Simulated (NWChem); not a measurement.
InNH₂F₂; SMILES [NH2][In]([F])[F]

```xyz
6

In     0.0001    -0.0045     0.0391
F     -1.6150    -1.0932    -0.0390
F      1.6242    -1.0797    -0.0389
N     -0.0081     2.0074    -0.0284
H      0.8182     2.4379     0.3812
H     -0.8381     2.4311     0.3810
```
Atoms are numbered in this order, from 1.

Results from NWChem. Structure relaxed at the PBE0/def2-SVP level. def2 effective core potentials on In; no spin-orbit coupling. Field at 589 nm.

Task: Predict the results for B3LYP/def2-SVP (core potentials). Quantities: isotropic polarisability (bohr³); anisotropy (bohr³).

Result: 
```
Quantity                          Result
--------------------------------  ------
isotropic polarisability (bohr³)    34.7
anisotropy (bohr³)                  18.3
```
